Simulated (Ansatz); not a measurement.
One geometry of H8O2Si3 (`O[SiH2]O[SiH2][SiH3]`), several functionals.

```yaml
crystal:
  periodic: [false, false, false]
  atoms:
    - {symbol: O, position_ang: [-1.033879, 1.897002, 1.666471]}
    - {symbol: Si, position_ang: [-1.373897, 0.327596, 1.342205]}
    - {symbol: O, position_ang: [-1.233631, -0.023230, -0.244717]}
    - {symbol: Si, position_ang: [-0.126799, -0.210841, -1.446942]}
    - {symbol: Si, position_ang: [1.959943, -0.886799, -0.613218]}
    - {symbol: H, position_ang: [-1.658976, 2.565670, 1.383565]}
    - {symbol: H, position_ang: [-0.376106, -0.445198, 2.115847]}
    - {symbol: H, position_ang: [-2.769009, -0.003054, 1.717330]}
    - {symbol: H, position_ang: [0.020276, 1.074740, -2.183942]}
    - {symbol: H, position_ang: [-0.653286, -1.227004, -2.396319]}
    - {symbol: H, position_ang: [2.911030, -1.025880, -1.750508]}
    - {symbol: H, position_ang: [1.855565, -2.197112, 0.084111]}
    - {symbol: H, position_ang: [2.499168, 0.119312, 0.341117]}
basis:
  gaussian: {orbitals: def2-TZVPP}
hamiltonian: {xc: r2scan, dispersion: d4}
output: {forces: true, orbitals: {seedname: orbitals}}
```

```sh
$ ansatz run in.yaml --threads 4 --pin off --events-out ev --progress --plain --max-ram 10444MiB
```

Shortened log:

```
Functional definition: r2SCAN
1638 factors; their error is unknown
mean field evaluation 1: about -27849.6149 eV, gradient 7.8e1 eV
mean field evaluation 2: about -27817.7208 eV, gradient 1.5e2 eV
mean field evaluation 4: about -27859.1303 eV, gradient 1.0e1 eV
mean field evaluation 8: about -27859.3060 eV, gradient 1.5e-1 eV
mean field evaluation 16: about -27859.2564 eV, gradient 1.7e-4 eV
mean field -27859.25638173 eV, -1023.8087883463 hartree, gradient 2.2e-5 eV, S^2 0.000000; 0 other end points of the search recorded, 0 dependent functions left out
reference -27859.25639826 eV, -1023.8087889539 hartree; 33, 33 occupied and 267, 267 virtual orbitals, 1638 factors
Total energy: -27859.33674260 eV, -1023.8117415540 hartree
Atom 0 at    -1.033879     1.897002     1.666471 Å, force     0.030484     0.028773     0.017154 eV/Å
Atom 1 at    -1.373897     0.327596     1.342205 Å, force    -0.032666    -0.040764     0.064683 eV/Å
Atom 2 at    -1.233631    -0.023230    -0.244717 Å, force    -0.044297    -0.011738    -0.022957 eV/Å
Atom 3 at    -0.126799    -0.210841    -1.446942 Å, force     0.028359    -0.005551    -0.048733 eV/Å
Atom 4 at     1.959943    -0.886799    -0.613218 Å, force     0.016587    -0.007374    -0.000176 eV/Å
Atom 5 at    -1.658976     2.565670     1.383565 Å, force    -0.012544     0.020716    -0.003291 eV/Å
Atom 6 at    -0.376106    -0.445198     2.115847 Å, force    -0.020985     0.015542    -0.010867 eV/Å
Atom 7 at    -2.769009    -0.003054     1.717330 Å, force     0.030565    -0.003729    -0.002103 eV/Å
Atom 8 at     0.020276     1.074740    -2.183942 Å, force    -0.002234    -0.021789     0.002155 eV/Å
Atom 9 at    -0.653286    -1.227004    -2.396319 Å, force     0.012837     0.021560     0.005733 eV/Å
Atom 10 at     2.911030    -1.025880    -1.750508 Å, force    -0.012210     0.001121     0.025052 eV/Å
Atom 11 at     1.855565    -2.197112     0.084111 Å, force     0.009008     0.023541    -0.010931 eV/Å
Atom 12 at     2.499168     0.119312     0.341117 Å, force    -0.002902    -0.020308    -0.015719 eV/Å
Dipole moment:    -0.173842     0.136456    -0.074675 e Å
```

Run time 3.7 s (4 threads of an INTEL XEON PLATINUM 8581C on a shared host); peak host memory 0.52 GiB.

The same input with `hamiltonian: {xc: pbe, dispersion: d4}` (abridged; 2.2 s):

```
Functional definition: PBE
mean field evaluation 16: about -27846.2952 eV, gradient 3.3e-4 eV
mean field -27846.29515287 eV, -1023.3324719711 hartree, gradient 6.5e-5 eV, S^2 0.000000
Total energy: -27846.60987211 eV, -1023.3440376900 hartree
Atom 0 force     0.412662     0.191091     0.256958 eV/Å
Atom 1 force    -0.116194    -0.229955     0.273359 eV/Å
Atom 2 force    -0.314129    -0.088029    -0.168273 eV/Å
Atom 3 force     0.304394    -0.060288    -0.202974 eV/Å
Atom 4 force    -0.073646     0.022310    -0.028840 eV/Å
Atom 5 force    -0.286774     0.316981    -0.123090 eV/Å
Atom 6 force     0.118441    -0.075305     0.097315 eV/Å
Atom 7 force    -0.163588    -0.056433     0.034537 eV/Å
Atom 8 force     0.018289     0.136856    -0.087048 eV/Å
Atom 9 force    -0.056295    -0.108167    -0.107565 eV/Å
Atom 10 force     0.101112    -0.015984    -0.110319 eV/Å
Atom 11 force    -0.003522    -0.130035     0.070712 eV/Å
Atom 12 force     0.059250     0.096958     0.095228 eV/Å
Dipole moment:    -0.171310     0.138709    -0.071461 e Å
```
